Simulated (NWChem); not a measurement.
System: BeGeNH$_{5}$; SMILES [NH2][Be][GeH3]

```xyz
8

Be     0.0028    -1.3282    -0.0045
N     -0.0002    -2.8287     0.0002
H      0.8246    -3.4211     0.0027
H     -0.8269    -3.4184     0.0027
Ge     0.0004     0.8610    -0.0005
H     -1.3519     1.4501     0.4665
H      1.0620     1.4654     0.9478
H      0.2708     1.4869    -1.3876
```
Atoms are numbered in this order, from 1.

The geometry was optimised at PBE0/def2-SVP.

Q: List the 4 lowest vertical singlet excitations from PBE/def2-SVPD, TDA (NWChem).

A: 
```csv
state,energy (eV),oscillator strength,leading excitation (squared amplitude)
S1,4.78,0.000,HOMO → LUMO (1.00)
S2,5.59,0.037,HOMO → LUMO+2 (0.97)
S3,5.70,0.084,HOMO−1 → LUMO (0.93)
S4,5.94,0.036,HOMO−1 → LUMO+2 (0.82)
```
